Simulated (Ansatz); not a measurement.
Consider the formal exchange of groups at a C–Al bond: `N/C=[CH]/[AlH][F]` + `C=O` → `N/C=C/C=O` + `[F][AlH2]`.

Calculated with Ansatz (gas phase, PBE0-D4/def2-TZVP geometries, no zero-point term in ΔE). CCSD(T)/CBS adds triple-zeta CCSD(T) − MP2 to the extrapolated MP2 energy (def2 sets, frozen cores). This one scheme is used for every species. Double bonds are as drawn, so ΔE can hold a change between cis and trans. Functionals use def2-TZVPP. One conformer a species, not always the lowest.

| species | BLYP energy (Eh) |
| --- | --- |
| `N/C=[CH]/[AlH][F]` | -476.36158 |
| `C=O` | -114.52859 |
| `N/C=C/C=O` | -247.31383 |
| `[F][AlH2]` | -343.57944 |

(1) Work out ΔE.

Largest T1 diagnostic among the species: 0.016.

Results:

(1) ΔE = (-247.31383) + (-343.57944) − (-476.36158) − (-114.52859) = -0.00310 Eh = -8.1 kJ/mol. CCSD(T)/CBS gives +5.2 kJ/mol.

Leaving LDA and LC-ωPBE aside and taking each functional with its dispersion term where it has one, the values, not all of them listed here, spread over 18.1 kJ/mol, from B97M-V to ωB97M-V. LDA lies −11.9 kJ/mol from PBE without D4. From PBE to PBE0 (25 % exact exchange), in def2-TZVPP and without D4, ΔE moves by +3.8 kJ/mol.
